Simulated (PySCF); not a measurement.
# Working out the excitation energy of Si

Si [Ne] 3s2 3p2 (3P) → Si [Ne] 3s1 3p2 4s1 (5P). Computed with PySCF 2.14 in aug-cc-pwCVDZ (6s5p3d, 36 functions), with no relativity, point nucleus. Frozen: [Ne]. Energies in hartree (1 hartree = 27.21139 eV):

```tsv
part	Si (lower)	Si (upper)
UHF	-288.851177	-288.533271
CCSD correlation	-0.067419	-0.020926
(T)	-0.001374	-0.000174
```

Task: What does Hartree-Fock give?

Result: (-288.533271) − (-288.851177) = 0.317906 hartree = 8.651 eV.

Task: What do CCSD and CCSD(T) give?

Result: The CCSD correlation energies differ by 0.046493 hartree = 1.265 eV and the triples by 0.001200 hartree = 0.033 eV, so CCSD gives 9.916 eV and CCSD(T) 9.949 eV.

The upper state lies above the first ionisation limit, but in LS coupling its spin forbids autoionisation to the ground ion. A Rydberg-like electron needs more diffuse functions than a valence basis has.

A double-zeta basis recovers only part of the correlation energy.
